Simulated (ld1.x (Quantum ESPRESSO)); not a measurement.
## copper (Cu), PAW: configuration errors across variants

```
Element                 : Cu
Generator               : ld1.x (Quantum ESPRESSO) 7.5
Type                    : PAW
Functional              : PBE
Relativity              : fully relativistic
Frozen core             : [Ne]
Valence charge          : 19
Reference configuration : 3s2 3p6 3d8 4s0 4p0 (charge +3)
Partial waves           : 3s (bound): rcut 1.20, rcutus 1.30 bohr; 4s (bound, empty): rcut 1.20, rcutus 1.30 bohr; 3p (bound): rcut 1.15, rcutus 1.25 bohr; 4p (bound, empty): rcut 1.15, rcutus 1.25 bohr; 3d (bound): rcut 0.80, rcutus 0.95 bohr; 3d channel at -2.7 Ry: rcut 0.80, rcutus 0.95 bohr
Local potential         : all-electron potential smoothed inside 0.75 bohr (lloc = -1)
Core correction         : Bessel-smoothed model core, default radius (core density twice the valence density)
Augmentation charge     : BESSEL, radius 0.60 bohr
```

Open shells are filled in proportion to 2j + 1 (rel_dist='average').

All-electron excitation energies from the reference (eV): (1) 3s2 3p6 3d10 4s1 4p0 -68.501; (2) 3s2 3p6 3d10 4s0 4p0 -60.353; (3) 3s2 3p6 3d9 4s0 4p0 -39.020; (4) 3s2 3p6 3d7 4s0 4p0 59.708; (5) 3s2 3p6 3d10 4s0 4p1 -64.365; (6) 3s2 3p6 3d9 4s1 4p1 -61.691; (7) 3s2 3p6 3d9 4s2 4p0 -66.530.

Tests that are not counted but printed errors over 1 eV. “waves 3p (bound): rcut 1.15, rcutus 1.78 bohr; 4p (bound): rcut 1.15, rcutus 1.78 bohr”: 3s2 3p6 3d10 4s0 4p1 (solver errors, printed error -2.3 eV); 3s2 3p6 3d9 4s1 4p1 (solver errors, printed error -2.7 eV). “waves 3p (bound): rcut 1.15, rcutus 1.90 bohr; 4p (bound): rcut 1.15, rcutus 1.90 bohr”: 3s2 3p6 3d10 4s0 4p1 (solver errors, printed error -2.3 eV); 3s2 3p6 3d9 4s1 4p1 (solver errors, printed error -2.7 eV).

Errors AE − PS in meV (a dash: test not solved or not reliable):

```csv
change,(1),(2),(3),(4),(5),(6),(7),bound ghosts
base,+29,+38,+17,+41,+41,+21,+17,not determined
"waves 3p (bound): rcut 0.90, rcutus 0.96 bohr; 4p (bound): rcut 0.90, rcutus 0.96 bohr",+4.8,+4.7,+2.4,+6.5,+4.1,+3.7,+9.5,not determined
"waves 3p (bound): rcut 1.00, rcutus 1.06 bohr; 4p (bound): rcut 1.00, rcutus 1.06 bohr",+4.9,+5.1,+2.5,+7.8,+4.3,+3.8,+9.3,not determined
"waves 3p (bound): rcut 1.12, rcutus 1.18 bohr; 4p (bound): rcut 1.12, rcutus 1.18 bohr",+9.2,+11,+5.3,+16,+11,+7.0,+10,not determined
"waves 3p (bound): rcut 1.15, rcutus 1.28 bohr; 4p (bound): rcut 1.15, rcutus 1.28 bohr",+47,+61,+26,+59,+67,+32,+22,not determined
"waves 3p (bound): rcut 1.15, rcutus 1.44 bohr; 4p (bound): rcut 1.15, rcutus 1.44 bohr",–,–,–,–,–,–,–,not determined
"waves 3p (bound): rcut 1.15, rcutus 1.52 bohr; 4p (bound): rcut 1.15, rcutus 1.52 bohr",+3.8,-0.1,-0.1,-3.3,–,–,–,not determined
"waves 3p (bound): rcut 1.15, rcutus 1.62 bohr; 4p (bound): rcut 1.15, rcutus 1.62 bohr",-1.3,-6.0,-3.2,-11,–,–,+8.5,not determined
"waves 3p (bound): rcut 1.15, rcutus 1.78 bohr; 4p (bound): rcut 1.15, rcutus 1.78 bohr",-8.3,-16,-8.7,-24,–,–,+6.0,not determined
"waves 3p (bound): rcut 1.15, rcutus 1.90 bohr; 4p (bound): rcut 1.15, rcutus 1.90 bohr",-9.0,-20,-11,-30,–,–,+8.1,not determined
```

Give the same row for: waves 3p (bound): rcut 0.74, rcutus 0.78 bohr; 4p (bound): rcut 0.74, rcutus 0.78 bohr.

+4.9, +4.9, +2.5, +6.4, +4.3, +3.7, +9.3; bound ghosts: not determined.
